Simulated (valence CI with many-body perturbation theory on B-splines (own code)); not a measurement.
## Pb⁴¹⁺: input, log and results

Computed by relativistic CI+MBPT: five valence electrons over a frozen Dirac-Fock core [Kr], radial functions for each j: 7 s, 7 p, 8 d, 6 f, 4 g, 1 h, with the one-electron correlation potential Σ1 (screened to all orders), the two-electron term Σ2, the three-electron term Σ3, Breit, model QED; selected single and double excitations, second order for the rest, scaled by the run's own slope (own B-spline code, finite nucleus).

Command, and the settings that its task file holds:

```sh
python run_cv.py task.json out
```

```
atom Pb  Z=82  mass_number=208  rms_radius_fm=5.5012
core [Kr]
valence 4d5
avg = 1
basis = M
beyond = 1
breit = 1
cap = 32000
capref = 2200
cscale = 1
de = 0.0
dress = 0
eps = 2e-08
extrap = 1
h = 0.27
hh = 1
l2 = 3
lcore = 6
maxit = 60
n2 = 5
natural = 1
nlev = 190
nno = [4, 4, 5, 4, 3, 1]
nroot = 40
nsp = [3, 3, 3, 2, 1, 0]
pt2 = 1
qed = 1
rpa = 1
s1 = 1
s2 = 1
s3 = 1
screen = 1
tol = 2e-05
whole = 1
```

Problem. Roughly how long does this run take on one core of Intel(R) Xeon(R) Processor @ 2.30GHz, and how much memory?

Solution. 11 min on 1 thread of Intel(R) Xeon(R) Processor @ 2.30GHz, with other jobs on the host, peak memory 1.4 GiB.

Log. The first blocks belong to the next ion, which gives the ionisation energy. Fields: 2J, parity (1 odd), roots, reference size, generating configurations, candidates as configurations/state functions, variational space P, stored matrix elements, Davidson steps; e2 is the range of second-order energies in hartree. The first line gives the box (bohr), its intervals, the orbitals and the steps of their self-consistent field. Window is the range of levels sought, series limit the energy at which the first omitted orbital would enter, core excitation an estimate of the first excitation out of the core, left out the lowest levels not solved, and shifts from estimates the range by which levels moved from their first estimate, all in cm⁻¹.

```
rmax 3.6 intervals 57 orbitals 59 references ['4d5', '4d4 4f', '4d3 4f2', '4d4 5s', '4d4 5p'] scf 5 t 1.3
2J=0 par=0 roots 2 ref 26 generators 6 cand 7162/17694 P 1352/2554 nnz 1.2e+06 it 5
2J=0 par=0 roots 2 ref 26 generators 11 cand 9619/24486 P 2016/4127 nnz 2.6e+06 it 4
   second order: generators 11 cand 8955/22913 e2 -0.00003 -0.00001
reference levels 1532, estimated 383, window 2431094 1/cm; series limit 10291425, core excitation 1519434
2J=5 par=0 roots 10 ref 183 generators 15 cand 12988/429590 P 453/6393 nnz 8.5e+06 it 6
2J=5 par=0 roots 10 ref 183 generators 16 cand 12737/425876 P 2017/28038 nnz 1.4e+08 it 8
   second order: generators 22 cand 18131/681693 e2 -0.00080 -0.00047
2J=7 par=0 roots 7 ref 192 generators 9 cand 12979/478220 P 359/6388 nnz 1e+07 it 4
2J=7 par=0 roots 7 ref 192 generators 12 cand 12777/474517 P 1509/25263 nnz 1.3e+08 it 7
   second order: generators 16 cand 19203/761475 e2 -0.00105 -0.00074
2J=3 par=0 roots 7 ref 141 generators 11 cand 12942/324932 P 512/6391 nnz 9.2e+06 it 5
2J=3 par=0 roots 7 ref 141 generators 11 cand 12648/321182 P 2247/26711 nnz 1.3e+08 it 7
   second order: generators 19 cand 20625/559741 e2 -0.00044 -0.00028
2J=11 par=0 roots 3 ref 150 generators 8 cand 12647/423777 P 491/6388 nnz 9.6e+06 it 4
2J=11 par=0 roots 3 ref 150 generators 12 cand 12368/420034 P 2013/26083 nnz 1.3e+08 it 6
   second order: generators 13 cand 13870/495108 e2 -0.00031 -0.00030
2J=9 par=0 roots 5 ref 181 generators 9 cand 12868/472695 P 394/6388 nnz 1e+07 it 5
2J=9 par=0 roots 5 ref 181 generators 12 cand 12644/468965 P 1609/25405 nnz 1.3e+08 it 8
   second order: generators 17 cand 18387/758515 e2 -0.00094 -0.00054
2J=1 par=0 roots 4 ref 77 generators 9 cand 12677/174256 P 917/6400 nnz 8.7e+06 it 4
2J=1 par=0 roots 4 ref 77 generators 12 cand 12104/170424 P 2961/21904 nnz 6.4e+07 it 5
   second order: generators 14 cand 13146/205114 e2 -0.00015 -0.00008
2J=13 par=0 roots 1 ref 112 generators 2 cand 7164/242209 P 557/6385 nnz 1.2e+07 it 4
2J=13 par=0 roots 1 ref 112 generators 5 cand 10900/336717 P 1665/20180 nnz 8.6e+07 it 5
   second order: generators 7 cand 12886/402683 e2 -0.00015 -0.00015
2J=5 par=1 roots 31 ref 61 generators 13 cand 15328/496736 P 323/6387 nnz 7.1e+06 it 10
2J=5 par=1 roots 31 ref 61 generators 18 cand 16034/506403 P 1246/31281 nnz 1.2e+08 it 11
   second order: generators 33 cand 31401/1365894 e2 -0.00716 -0.00247
2J=7 par=1 roots 32 ref 63 generators 12 cand 12901/447861 P 294/6361 nnz 7.4e+06 it 10
...
2J=15 par=1 roots 9 ref 15 generators 12 cand 14402/318346 P 1932/30206 nnz 1.2e+08 it 9
   second order: generators 20 cand 22820/788604 e2 -0.00266 -0.00141
2J=17 par=1 roots 4 ref 6 generators 4 cand 5810/77049 P 622/6397 nnz 7e+06 it 5
2J=17 par=1 roots 4 ref 6 generators 8 cand 11660/214187 P 2652/31490 nnz 1.3e+08 it 7
   second order: generators 15 cand 19247/506802 e2 -0.00081 -0.00061
2J=19 par=1 roots 2 ref 2 generators 2 cand 3020/30921 P 763/6398 nnz 8.3e+06 it 4
2J=19 par=1 roots 2 ref 2 generators 6 cand 9928/137519 P 2737/26475 nnz 1.3e+08 it 5
   second order: generators 12 cand 17886/401466 e2 -0.00008 -0.00007
left out: unestimated 3831208, estimated 2565210, shifts from estimates -662 to 106
operators 2.7
```

The Davidson iterations converged.

The last digits are not significant, and no measured levels were compared; by estimate large intervals hold to a few tenths of a per cent, small ones and those within an open d or f shell to about a per cent. The list stops below the first excitations out of the core.

| Property | Result |
| --- | --- |
| Valence energy | -396.8935 hartree |
| Ionisation energy | 2006.1 eV (NIST: 2004 ± 4 eV (theoretical)) |
| Reference configurations for the orbitals | 4d5, 4d4 4f, 4d3 4f2, 4d4 5s, 4d4 5p |
| Radial orbitals | 59 |
| Box radius | 3.555 bohr |
| Largest variational space | 31995 |
| Lowest levels | (4d3/2^4 4d5/2) J=5/2 0, (4d3/2^3 4d5/2^2) J=5/2 [a] 201770, (4d3/2^3 4d5/2^2) J=7/2 [a] 244430, (4d3/2^3 4d5/2^2) J=3/2 [a] 249790, (4d3/2^3 4d5/2^2) J=11/2 253500, (4d3/2^3 4d5/2^2) J=9/2 269520, (4d3/2^3 4d5/2^2) J=5/2 [b] 281280, (4d3/2^3 4d5/2^2) J=1/2 292610, (4d3/2^3 4d5/2^2) J=7/2 [b] 296980, (4d3/2^3 4d5/2^2) J=3/2 [b] 356360, (4d3/2^2 4d5/2^3) J=5/2 [a] 443030, (4d3/2^2 4d5/2^3) J=7/2 [a] 474050, (4d3/2^2 4d5/2^3) J=11/2 479800, (4d3/2^2 4d5/2^3) J=9/2 [a] 485110 cm⁻¹ |

Levels are named by their leading jj configuration (3d3/2^4 stands for four electrons in 3d with j = 3/2), which in mixed levels can hold well under half, so a name can repeat and another be missing. Letters in brackets count levels of one name in rising energy.
